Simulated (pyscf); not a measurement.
## •HC=C=C=CH₂ (SMILES [CH]=C=C=C), doublet

Gas-phase minimum from PySCF at ωB97X-D3(BJ)/def2-SVP, one conformer. Other isomers of •HC=C=C=CH₂ were not searched in full and may lie lower. 

```xyz
7

C      0.5029    -1.6523    -0.4995
C      0.1908    -0.4582    -0.5475
C     -0.1464     0.8352    -0.6004
C     -0.4779     2.1016    -0.6513
H      0.7728    -2.6928    -0.4558
H     -1.3229     2.5009    -0.0721
H      0.0757     2.8185    -1.2748
```
Charge 0, spin multiplicity 2.

Bonds (Å): C1–C2 1.235, C1–H5 1.076, C2–C3 1.338, C3–C4 1.310, C4–H6 1.100, C4–H7 1.100. Angles (°): C2–C1–H5 179.9, C1–C2–C3 179.9, C2–C3–C4 179.9, C3–C4–H6 121.7, C3–C4–H7 121.7, H6–C4–H7 116.7.

Properties at ωB97X-D3(BJ)/def2-SVP:

```json
{
 "harmonic_wavenumbers_unscaled": "56, 231, 386, 438, 564, 709, 901, 911, 959, 1415, 1848, 2033, 3112, 3197, 3474 cm⁻¹",
 "zero_point_energy": "28.9 kcal/mol",
 "rotational_symmetry_number": "2",
 "Entropy of this conformer at 298 K and 1 atm, rigid rotor and harmonic oscillator, modes under 100 cm⁻¹ raised to 100": "283.9 J/(mol K)",
 "dipole_moment": "0.01 D",
 "Spin expectation value S2": "0.797"
}
```

Single-point totals, which compare only within one level (frozen core for MP2 and CC):

```tsv
level	total energy (hartree)
ωB97X-D3(BJ)/def2-TZVP	-154.18456
PBE/def2-TZVP	-153.92586
r²SCAN/def2-TZVP	-154.03539
B3LYP-D3(BJ)/def2-TZVP	-154.14176
PBE0-D3(BJ)/def2-TZVP	-153.93447
M06-2X/def2-TZVP	-154.05193
ωB97M-D3(BJ)/def2-TZVP	-154.16879
UHF/def2-TZVPP	-153.14207
MP2/def2-TZVPP	-153.67959
CCSD/def2-TZVPP	-153.73857
CCSD(T)/def2-TZVPP	-153.77132
```

The CCSD(T) − MP2 part came from Ansatz, without density fitting, on the same reference. An open-shell T1 diagnostic exceeds 0.045. A UHF reference is spin-contaminated (<S²> up to 1.43), which harms MP2 most.
